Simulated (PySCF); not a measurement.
# What a mistake does to a calculation on AlBCClH4

These are calculations, not measurements. The program is PySCF 2.14.0, an open-source quantum chemistry code, run on an isolated molecule that a program drew, which may never have been made. The molecule is AlBCClH4 (charge 0, doublet), drawn as the SMILES string `[AlH2][CH]BCl`.

Each row is a Hartree-Fock (HF) and frozen-core CCSD(T) single point in the cc-pV(D+d)Z basis, meant for a local HF minimum. Run 1 is clean. Each other run has one planted mistake out of seven kinds, and not every kind appears here: one electron removed, one electron added, multiplicity raised by two, geometry at a saddle point, minimal basis STO-3G, one bond length entered in bohr, all coordinates scaled. The reference is restricted for singlets and unrestricted otherwise, and also for a bond in bohr. Adding or removing an electron swaps singlet and doublet. Electrons count all cores. HOMO and LUMO are orbital energies over both spins, the gradient is its largest component, and the lowest frequency (negative if imaginary) is given only where the gradient is small. Bond lengths are over the 7 bonds as drawn. T1 is the CCSD diagnostic: over 0.02 (restricted) or 0.045 (unrestricted) a single reference is doubtful.

Geometry of the clean run:
```xyz
8
AlBCClH4, angstrom
Al    0.3193   -1.0534    1.1654
C    -0.6970    0.1825    2.3143
B    -1.5110    1.3033    1.6557
Cl   -1.4616    1.3874   -0.1440
H     1.8197   -0.7214    0.8056
H    -0.3611   -2.3881    0.6688
H    -0.7245    0.1285    3.4030
H    -2.1786    2.1334    2.1921
```

| run | electrons | basis functions | <S^2> | HOMO (eV) | LUMO (eV) | gradient (hartree/bohr) | lowest frequency (cm^-1) | mean bond (Å) | longest bond (Å) | T1 | HF (hartree) | CCSD(T) (hartree) | mistake |
|---|---|---|---|---|---|---|---|---|---|---|---|---|---|
| 1 | 45 | 94 | 0.757 | -10.58 | 0.53 | 2.1e-05 | 61 | 1.5351 | 1.970 | 0.0153 | -766.30963 | -766.77077 | no fault |
| 2 | 45 | 94 | 1.618 | -9.88 | 0.94 | 2.3e-02 | - | 1.7300 | 2.898 | 0.0325 | -766.17286 | -766.60930 | one bond length entered in bohr |
| 3 | 46 | 94 | 0.000 | -2.10 | 5.91 | 5.6e-02 | - | 1.5351 | 1.970 | 0.0139 | -766.32980 | -766.83776 | one electron added |
| 4 | 45 | 94 | 3.767 | -4.93 | -2.53 | 6.7e-02 | - | 1.5351 | 1.970 | 0.0390 | -766.10907 | -766.57110 | ? |
| 5 | 45 | 94 | 0.761 | -10.54 | 0.54 | 5.0e-02 | - | 1.6594 | 2.129 | 0.0169 | -766.27175 | -766.73855 | ? |

**Which mistake was planted in run 4, and what did it cost?**

Electrons, basis and geometry are unchanged, and <S^2> is 3.767, beside S(S+1) = 3.75 for a multiplicity of 4. So the mistake is: multiplicity raised by two. Subtracting run 1 and multiplying by 627.51 kcal/mol a hartree, the energy moved by 125.9 kcal/mol in HF and 125.3 kcal/mol in CCSD(T).

**Which mistake was planted in run 5, and what did it cost?**

The mean and the longest bond both change by the same factor, 1.081, and the gradient is no longer small. So the mistake is: all coordinates scaled. Subtracting run 1 and multiplying by 627.51 kcal/mol a hartree, the energy moved by 23.8 kcal/mol in HF and 20.2 kcal/mol in CCSD(T).

